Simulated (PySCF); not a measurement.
H9NSi3.

```xyz
13

Si    -0.4116     1.7107     0.0000
N      0.0000     0.0000     0.0000
Si    -1.2757    -1.2118     0.0000
Si     1.6873    -0.4989     0.0000
H     -1.8981     1.8024     0.0000
H      0.1220     2.4035     1.2054
H      0.1220     2.4035    -1.2054
H     -2.1425    -1.0961    -1.2054
H     -0.6119    -2.5450     0.0000
H     -2.1425    -1.0961     1.2054
H      2.0205    -1.3074     1.2054
H      2.0205    -1.3074    -1.2054
H      2.5100     0.7426     0.0000
```
Charge 0, spin multiplicity 1.

The structure is a stationary point at TPSSh-D3(BJ)/def2-SVP.

Computed with PySCF with PBE0/pcSseg-1. Non-relativistic, no solvent.

**Question.** Give the absolute GIAO shielding of each atom: isotropic value and principal components (ppm). (The exact figures need the calculation; the answer reports its results.)

**Answer.** 
| atom | σ(iso) | σ11 | σ22 | σ33 | span |
|---|---|---|---|---|---|
| Si1 | 395.1 | 357.8 | 361.0 | 466.4 | 108.7 |
| N2 | 295.0 | 291.8 | 296.6 | 296.6 | 4.8 |
| Si3 | 395.1 | 357.8 | 361.0 | 466.4 | 108.7 |
| Si4 | 395.1 | 357.8 | 361.0 | 466.4 | 108.7 |
| H5 | 26.6 | 23.1 | 25.5 | 31.3 | 8.2 |
| H6 | 26.6 | 23.2 | 24.7 | 32.0 | 8.8 |
| H7 | 26.6 | 23.2 | 24.7 | 32.0 | 8.8 |
| H8 | 26.6 | 23.2 | 24.7 | 32.0 | 8.8 |
| H9 | 26.6 | 23.1 | 25.5 | 31.3 | 8.2 |
| H10 | 26.6 | 23.2 | 24.7 | 32.0 | 8.8 |
| H11 | 26.6 | 23.2 | 24.7 | 32.0 | 8.8 |
| H12 | 26.6 | 23.2 | 24.7 | 32.0 | 8.8 |
| H13 | 26.6 | 23.1 | 25.5 | 31.3 | 8.2 |
